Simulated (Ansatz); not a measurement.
Reaction (ligand exchange at a Ge–C bond): `BO[C](=C)[GeH3]` + `OCS` → `OC[S][GeH3]` + `BOC=C`

Isolated molecules relaxed with PBE0-D4/def2-TZVP in Ansatz; ΔE leaves out vibrations. CBS: MP2 limit from def2 TZ/QZ plus the TZ coupled-cluster correction, frozen cores. DFT in def2-TZVPP. For Ge outer-core shells are correlated without core-valence functions, which leaves a few kJ/mol of doubt a bond. Scalar relativity is left out up to krypton. One conformer a species, not always the lowest.

`BO[C](=C)[GeH3]`:

Cartesian coordinates in Å:
```
B -0.356 1.873 -0.880
O 0.279 0.729 -1.198
C 0.348 -0.382 -0.389
C 1.010 -1.437 -0.849
Ge -0.498 -0.411 1.383
H -0.324 2.746 -1.693
H -0.918 1.986 0.174
H 1.477 -1.418 -1.828
H 1.096 -2.335 -0.254
H -2.018 -0.215 1.280
H 0.092 0.669 2.302
H -0.189 -1.804 1.951
```

`OCS`:

Z-matrix (Å, degrees):
```
C
S 1 1.793
O 1 1.405 2 110.6
H 1 1.095 2 109.2 3 123.4
H 1 1.097 2 104.5 3 -120.8
H 2 1.343 1 96.4 3 -70.0
H 3 0.962 1 108.1 2 177.5
```

`OC[S][GeH3]`:

Cartesian coordinates in Å:
```
O 0.166 1.233 -1.705
C -0.867 0.662 -0.969
S -0.746 0.894 0.844
Ge 0.577 -0.810 1.343
H 0.998 0.824 -1.449
H -1.783 1.176 -1.260
H -0.989 -0.407 -1.175
H 0.873 -0.720 2.843
H 1.889 -0.714 0.538
H -0.118 -2.137 0.990
```

`BOC=C`:

Z-matrix (Å, degrees):
```
B
O 1 1.350
H 1 1.193 2 116.7
H 1 1.201 2 119.8 3 -180.0
C 2 1.366 1 122.1 3 -180.0
C 5 1.321 2 121.5 1 -179.9
H 5 1.087 2 114.8 1 0.1
H 6 1.081 5 119.7 2 -180.0
H 6 1.083 5 121.3 2 0.0
```

```tsv
level	ΔE (kcal/mol)
r2SCAN-D4	-17.9
PBE0-D4	-17.7
B2PLYP	-17.4
HF/def2-TZVPP	-19.0
SCS-MP2/def2-TZVPP	-16.1
MP2/def2-QZVPP	-16.4
SCS-MP2/def2-QZVPP	-16.4
HF/CBS(def2)	-19.0
```

What does CCSD(T)/CBS give? (Estimate.)

The calculation gave: -16.0 kcal/mol. The listed levels differ from it by -1.9, -1.7, -1.4, -3.0, -0.1, -0.4, -0.4, -3.0 kcal/mol.

Largest T1 diagnostic among the species: 0.014.

In def2-TZVPP, CCSD(T) changes the Hartree–Fock value by +3.3 kcal/mol (the triples alone add +0.1 kcal/mol) and MP2 by +2.8 kcal/mol.
